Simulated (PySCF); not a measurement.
Correlation energy of Ge¹⁴⁺ (germanium, charge +14)

[Ar], closed-shell 1S. All numbers are calculated (PySCF 2.14, no relativity, point nucleus, in an uncontracted even-tempered set (17 s from 1.1 bohr⁻², ratio 2.5; 11 p from 1.4 bohr⁻², ratio 2.5; 5 d from 8.6 bohr⁻², ratio 2.7; 4 f from 13 bohr⁻², ratio 2.7)). Frozen: 1s2; 16 electrons correlated; the 17 highest virtual orbitals of each spin left out.

| level | correlation energy (mhartree) |
| --- | --- |
| CCSD | -599.12 |
| (T) | -2.80 |
| CCSD(T) | -601.92 |

Diagnostics: T1 = 0.0011, D1 = 0.0026, largest double amplitude 0.024.

Cost of the coupled-cluster step: of the order of 15 core-seconds, for 16 correlated electrons.

Iterations:

```
CC2 = 0
CCSD nocc = 8, nmo = 85
frozen orbitals [0, 86, 87, 88, 89, 90, 91, 92, 93, 94, 95, 96, 97, 98, 99, 100, 101, 102]
max_cycle = 100
direct = 0
conv_tol = 1e-08
conv_tol_normt = 1e-06
diis_space = 8
diis_start_cycle = 0
Init t2, MP2 energy = -1985.10436377389  E_corr(MP2) -0.588952320686427
Init E_corr(CCSD) = -0.588952320686429
cycle = 1  E_corr(CCSD) = -0.596540512328785  dE = -0.00758819164  norm(t1,t2) = 0.00857722
cycle = 2  E_corr(CCSD) = -0.59876151442543  dE = -0.0022210021  norm(t1,t2) = 0.00176994
cycle = 3  E_corr(CCSD) = -0.5991241822446  dE = -0.000362667819  norm(t1,t2) = 0.000381916
cycle = 4  E_corr(CCSD) = -0.599125010315999  dE = -8.280714e-07  norm(t1,t2) = 1.8681e-05
cycle = 5  E_corr(CCSD) = -0.59912245238933  dE = 2.55792667e-06  norm(t1,t2) = 1.45818e-06
cycle = 6  E_corr(CCSD) = -0.599122463839755  dE = -1.14504246e-08  norm(t1,t2) = 7.68537e-08
cycle = 7  E_corr(CCSD) = -0.599122464408427  dE = -5.68671998e-10  norm(t1,t2) = 5.38809e-09
CCSD converged
E(CCSD) = -1985.114533917612  E_corr = -0.5991224644084268
CCSD(T) correction = -0.00280405953291836
```

At this charge a non-relativistic calculation is a model, useful for the Z dependence of the correlation energy.
